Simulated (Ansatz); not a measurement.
AlClGeH4 (`[Cl][AlH][GeH3]`), relaxed with RKS PBE0-D4/def2-TZVP in the Gaussian-basis code of Ansatz from a PBE-D4/def2-SVP geometry. The force threshold is 0.005 eV/Å; the program also tests the step.

Total charge 0; spin multiplicity 1.

Start:

```xyz
7

Cl   -2.106   -1.676    1.244
Al   -0.600   -1.236   -0.191
Ge    0.565    0.937    0.017
H    -0.340   -2.356   -1.297
H    -0.435    2.123   -0.088
H     1.271    1.068    1.396
H     1.645    1.140   -1.081
```

| step | energy (eV) | largest force (eV/Å) | largest move (Å) |
| --- | --- | --- | --- |
| 1 | -75690.9343 | 0.353 | 0.000 |
| 2 | -75690.9456 | 0.081 | 0.029 |
| 3 | -75690.9460 | 0.009 | 0.008 |
| 4 | -75690.9460 | 0.003 | 0.003 |

End:

```xyz
7

Cl   -2.085   -1.655    1.234
Al   -0.597   -1.233   -0.191
Ge    0.562    0.935    0.019
H    -0.339   -2.340   -1.288
H    -0.434    2.105   -0.089
H     1.260    1.057    1.386
H     1.632    1.133   -1.070
```

Hardware: 2 threads of a server CPU on a shared host. Wall time 8.5 s, peak host memory 0.38 GiB.
